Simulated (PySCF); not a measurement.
CH2GaNO. Atoms are numbered in the order given.

```xyz
6

Ga     0.0000     0.0000    -1.1716
H      0.0000     1.4016    -1.8442
H      0.0000    -1.4016    -1.8442
N      0.0000     0.0000     0.6589
C      0.0000     0.0000     1.8582
O      0.0000     0.0000     3.0308
```
Charge 0, spin multiplicity 1.

Geometry optimised at ωB97X-D3(BJ)/def2-SVP.

The numbers are results of HF/def2-TZVPD (PySCF), not measurements.

Gas-phase values at a fixed geometry.

Question: Estimate the frontier levels, gap, dipole moment and polarisability. (The exact figures need the calculation; the answer reports its results.)

Answer: 
```
Quantity                                                                                                        Value
---------------------------------------------------------------------------------------------  ----------------------
highest occupied level                                                                                      -11.37 eV
lowest empty level                                                                                            0.78 eV
orbital gap                                                                                                  12.14 eV
dipole moment                                                                                               0.710 e·Å
quadrupole, principal values (traceless, Buckingham form, about the centre of nuclear charge)  -10.87, 1.29, 9.58 D·Å
mean static polarisability                                                                       46.0 bohr³ (6.82 Å³)
polarisability, principal values                                                               32.9, 39.9, 65.3 bohr³
```
